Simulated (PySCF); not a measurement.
Computed IR spectrum (relative IR intensity) of a molecule C3H8O2Si. Coordinates come from a PBE0-D3(BJ)/def2-SVP optimisation. Other conformers were not sampled. Level of theory: PySCF with PBE0-D3(BJ)/def2-SVP. Frequencies are harmonic and unscaled.

```csv
ν (cm⁻¹),relative intensity
69,6.6
115,7.0
218,19
231,6.4
250,24
280,5.0
342,19
407,11
549,16
718,15
744,24
779,25
793,34
852,100
898,49
954,45
1002,19
1053,5.2
1269,17
1414,7.3
1685,5.0
3134,5.5
3232,2.5
3933,31
3945,27
```

Task: Pick the molecule that these values belong to.
A. O=CCCO[SiH3]
B. C=C[Si](C)(O)O
C. O[Si]1(O)CCC1
D. CO[C@@H]([SiH3])C=O

Result: B, C=C[Si](C)(O)O
